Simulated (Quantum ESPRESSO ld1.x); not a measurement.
Radial electron density D(r) = 4 pi r^2 rho(r) of an atom or ion with 41 electrons. All-electron calculation, scalar-relativistic Kohn-Sham, LDA (Slater exchange, Perdew-Zunger correlation), spin-polarised, spherical densities, point nucleus. Program: ld1.x of Quantum ESPRESSO 7.5.

r (bohr)  D(r) (e/bohr)  spin D(r)
0.002093          3.333  -0.000109
0.002417          4.261  -0.000139
0.002791          5.423  -0.000177
0.003224          6.868  -0.000223
0.003753          8.758  -0.000284
0.004334          10.95  -0.000355
0.005006          13.59  -0.000440
0.005781          16.71  -0.000540
0.006676          20.34  -0.000656
0.007772          24.71  -0.000796
0.008976          29.30  -0.000943
0.01037           34.20   -0.00110
0.01197           39.22   -0.00127
0.01394           44.32   -0.00144
0.0161            48.59   -0.00161
0.01859           51.93   -0.00177
0.02147           53.96   -0.00192
0.02479           54.46   -0.00208
0.02886           53.35   -0.00225
0.03333           51.12   -0.00236
0.0385            48.53   -0.00227
0.04446           46.64   -0.00159
0.05134           46.52   0.000533
0.05977           49.12    0.00618
0.06903           54.06     0.0177
0.07972           60.22     0.0398
0.09207           65.53     0.0784
0.1063            67.72      0.140
0.1238            65.11      0.237
0.143             58.48      0.359
0.1651            50.39      0.502
0.1907            44.39      0.647
0.2202            43.04      0.757
0.2564            46.42      0.790
0.2961            50.83      0.708
0.3419            51.99      0.514
0.3949            47.32      0.258
0.456             37.62     0.0415
0.5309            25.86    0.00493
0.6131            17.33      0.271
0.7081            13.15      0.865
0.8177            12.42       1.70
0.9444            12.80       2.58
1.099             12.32       3.27
1.27              10.45       3.52
1.466             7.812       3.31
1.694             5.214       2.76
1.972             3.070       2.01
2.277             1.706       1.31
2.63             0.8700      0.752
3.037            0.3991      0.371
3.507            0.1594      0.154
4.083           0.04989     0.0493
4.715           0.01328     0.0132
5.446          0.002737    0.00273
6.289         0.0004188   0.000419

What is the nuclear charge?

Answer. Z = 43. The innermost maximum, from 1s, lies near gamma/Z bohr with gamma = sqrt(1 - (Z/c)^2) = 0.949, here 0.0221 bohr (found: 0.0242), and its height grows with Z. The density is that of the technetium ion Tc2+ in [Kr] 4d5; the configuration itself is not fixed sharply by these data, and Z only to a few units. D(r) has 4 maxima, at r = 0.0242, 0.106, 0.329, 0.967 bohr, and minima at 0.0482, 0.213, 0.798 bohr, inside which lie 2.02, 11.13, 29.26 electrons.
